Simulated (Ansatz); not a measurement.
Program: Ansatz. Geometries: PBE0-D4/def2-TZVP. ΔE: electronic, gas phase. CCSD(T)/CBS is the MP2 limit (def2-TZVPP, def2-QZVPP) plus CCSD(T) − MP2 in def2-TZVPP, frozen cores. DFT in def2-TZVPP. For Ga, Se outer-core shells are correlated without core-valence functions, which leaves a few kJ/mol of doubt a bond. Scalar relativity is left out up to krypton. One conformer a species, not always the lowest.

Consider the formal exchange of groups at the Se–Si bond: `[SeH][Si]([SeH])([SeH])[SeH]` + `[F][GaH][SH]` → `[F][Ga]([SH])[SeH]` + `[SeH][SiH]([SeH])[SeH]`.

`[SeH][Si]([SeH])([SeH])[SeH]`:

Cartesian coordinates in Å:
```
Se -2.466 0.511 0.181
Si -0.213 0.197 0.229
Se 0.386 1.415 2.055
Se 0.605 0.946 -1.757
Se 0.469 -1.940 0.603
H -2.689 -0.747 -0.545
H 1.752 1.615 1.552
H 1.930 0.351 -1.527
H 0.225 -2.347 -0.790
```

`[F][GaH][SH]`:

```xyz
5

F     0.710   -1.508    0.608
Ga    0.600    0.190    0.178
S    -1.338    0.738   -0.663
H     1.827    1.099    0.423
H    -1.800   -0.519   -0.546
```

`[F][Ga]([SH])[SeH]`:

Z-matrix (Å, degrees):
```
Ga
S 1 2.184
Se 1 2.303 2 127.9
F 1 1.752 2 116.2 3 -180.0
H 2 1.345 1 91.7 3 180.0
H 3 1.470 1 91.0 2 0.0
```

`[SeH][SiH]([SeH])[SeH]`:

Cartesian coordinates in Å:
```
Se -0.863 -2.035 0.708
Si -0.078 -0.204 -0.380
Se 1.677 0.842 0.616
Se -1.756 1.324 -0.475
H -1.001 -1.303 1.975
H 0.311 -0.722 -1.713
H 2.598 -0.266 0.320
H -0.889 2.363 -1.051
```

```csv
level,ΔE (kJ/mol)
ωB97X-V,-35.1
PBE0,-37.3
SCS-MP2/def2-QZVPP,-33.7
CCSD/CBS(def2),-37.4
```

Question: What does CCSD(T)/CBS give? (Best estimate.)

Answer: The calculation gave: -34.3 kJ/mol. The listed levels differ from it by -0.8, -3.0, 0.6, -3.1 kJ/mol.

Largest T1 diagnostic among the species: 0.014.

The D4 term adds +11.1 kJ/mol with B3LYP and +5.9 kJ/mol with PBE0; it sums over pairs of atoms, weighted by their polarisabilities, and B3LYP, whose exchange is more repulsive, gets the larger term. In def2-TZVPP, CCSD(T) changes the Hartree–Fock value by +17.5 kJ/mol (the triples alone add +3.0 kJ/mol) and MP2 by +24.4 kJ/mol.

B3LYP here is the variant with VWN-RPA as its local correlation; programs differ in this.
